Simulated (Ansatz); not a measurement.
`FB(F)OC(F)(F)F`. Total charge 0; spin multiplicity 1.

```xyz
8

F    -0.6116   -1.2829    1.2904
B     0.1941   -1.3224    0.2557
F     0.7813   -2.4433   -0.0788
O     0.4602   -0.2240   -0.5134
C    -0.0734    1.0004   -0.2891
F    -1.4006    0.9764   -0.3666
F     0.2629    1.4676    0.9096
F     0.3870    1.8282   -1.2078
```

(1) List the harmonic frequencies (cm⁻¹, unscaled) at PBE0-D4/def2-TZVP in Ansatz. (Estimate.)

(2) Is this a minimum?

(3) Give the ideal-gas thermochemistry at 298.15 K and 1 bar (rigid rotor, harmonic oscillator; point group Cs, symmetry number 1).

(4) And at 400, 500, 600, 800 and 1000 K?

Answers

(1) Computed: 57, 93, 139, 357, 367, 438, 508, 606, 622, 684, 699, 842, 996, 1240, 1257, 1306, 1448, 1503.

(2) Yes, all 18 modes are real.

(3) Zero-point energy 78.7 kJ/mol; H(298) − E = 99.4 kJ/mol; entropy 357.5 J/(mol·K), of which translation 169.9, rotation 118.2, vibration 69.4; G(298) − E = -7.1 kJ/mol. Modes under 100 cm⁻¹ are hindered rotations or soft bends, so the harmonic entropy is rough.

(4) 
```tsv
T (K)	H − E (kJ/mol)	S (J/mol/K)	G − E (kJ/mol)
400	111.0	390.6	-45.3
500	123.9	419.4	-85.8
600	138.0	445.1	-129.0
800	168.6	489.0	-222.6
1000	201.2	525.3	-324.1
```
